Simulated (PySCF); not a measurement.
## Relaxation of triplet TcO₂⁻

All numbers come from PySCF, UPBE0, basis Tc def2-SVPD with ECP28, O def2-SVPD (scalar-relativistic core potentials, no spin–orbit coupling, density fitting). A (50,194) grid was used.

A start at the PBE0 minimum, of C2v symmetry, held to at least that symmetry:

Coordinates in bohr (charge -1 multiplicity 3):
```
Tc   -0.2405   -0.0092    0.0000
O     0.7437    0.0284    3.0965
O     0.7437    0.0284   -3.0965
```

Optimiser trace:
```csv
step,E − E(last) (kJ/mol),largest gradient (Eh/bohr)
0,2.18,0.00559
1,1.10,0.00338
2,0.07,0.00230
3,0.00,0.00104
4,0.00,0.00012
```

It ends at C2v with Tc–O 1.710 Å (×2); O–Tc–O 137.3°. A frequency run shows a minimum. Other isomers or separated fragments may lie lower.

Final geometry:
Coordinates in bohr (charge -1 multiplicity 3):
```
Tc   -0.2875   -0.0110    0.0000
O     0.8889    0.0340    3.0100
O     0.8889    0.0340   -3.0100
```

With open d or f shells other occupations or spin states may lie lower.

The relaxation took 14 s on 2 threads of a shared Arm Neoverse N1 host, with 80 basis functions and 5 gradients; the process peaked at 0.51 GiB.
